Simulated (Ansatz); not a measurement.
SnHMe2Et (C₄H₁₂Sn), relaxed as a singlet with RKS r2SCAN-D4/def2-SVP in Ansatz, starting from the GFN2-xTB geometry. Force threshold 0.02 eV/Å.

In the def2 sets Sn takes a core potential; there is no spin–orbit coupling.

Start:

Cartesian coordinates in Å:
```
Sn -0.1165 -0.1642 0.6404
H -0.1622 -1.8232 1.0089
C 1.6255 0.6956 1.6404
H 1.5780 0.5114 2.7069
H 1.6508 1.7675 1.4770
H 2.5439 0.2665 1.2571
C -1.9394 0.7496 1.4246
H -2.8179 0.3136 0.9641
H -1.9356 1.8148 1.2222
H -2.0035 0.6034 2.4961
C 0.0185 0.0400 -1.5514
C 0.3652 -1.2532 -2.2617
H 0.7697 0.7972 -1.7707
H -0.9346 0.4175 -1.9171
H 0.4240 -1.0841 -3.3361
H 1.3234 -1.6394 -1.9245
H -0.3891 -2.0130 -2.0763
```

| step | energy (eV) | largest force component (eV/Å) | SCF passes |
| --- | --- | --- | --- |
| 1 | -10171.0381 | 0.743 | 20 |
| 2 | -10171.1017 | 0.205 | 19 |
| 3 | -10171.1142 | 0.242 | 19 |
| 4 | -10171.1157 | 0.149 | 19 |
| 5 | -10171.1185 | 0.025 | 19 |
| 6 | -10171.1203 | 0.077 | 18 |
| 7 | -10171.1217 | 0.121 | 18 |
| 8 | -10171.1236 | 0.133 | 18 |
| 9 | -10171.1260 | 0.150 | 18 |
| 10 | -10171.1282 | 0.172 | 18 |
| 11 (rejected) | -10171.1269 | 0.255 | 18 |
| 12 | -10171.1318 | 0.086 | 19 |
| 13 (rejected) | -10171.1315 | 0.184 | 18 |
| 14 | -10171.1342 | 0.039 | 19 |
| 15 | -10171.1355 | 0.019 | 19 |
| 16 | -10171.1371 | 0.046 | 18 |
| 17 | -10171.1380 | 0.093 | 18 |
| 18 | -10171.1392 | 0.075 | 19 |
| 19 | -10171.1399 | 0.024 | 20 |
| 20 | -10171.1405 | 0.017 | 19 |
| 21 (rejected) | -10171.1400 | 0.121 | 18 |
| 22 | -10171.1409 | 0.016 | 18 |
| 23 | -10171.1410 | 0.036 | 19 |
| 24 | -10171.1411 | 0.016 | 13 |

Force components are those of the run's own axes.

End:

```xyz
17

Sn   -0.3491   -0.2641    0.6652
H    -0.6546   -1.8986    1.1358
C     1.5785    0.3480    1.4330
H     1.5934    0.2792    2.5310
H     1.7862    1.3894    1.1433
H     2.3767   -0.2945    1.0320
C    -1.8908    1.0162    1.4773
H    -2.8799    0.7166    1.1000
H    -1.7043    2.0606    1.1850
H    -1.9011    0.9553    2.5757
C    -0.3256   -0.1354   -1.5050
C     0.7551   -0.9974   -2.1546
H    -0.1914    0.9294   -1.7647
H    -1.3292   -0.4193   -1.8664
H     0.7459   -0.9071   -3.2549
H     1.7658   -0.7120   -1.8165
H     0.6244   -2.0665   -1.9164
```

By distances, no bond broke or formed. The bond that changes most is Sn1–C11, from 2.21 to 2.17 Å (atoms count from 1).

The force fell under the threshold at step 15, but the optimiser went on and released 0.006 eV more. No frequencies were taken in this run, so the end may be a saddle point.

Run time 64 s (2 threads of AMD EPYC 7R13 on a shared host).
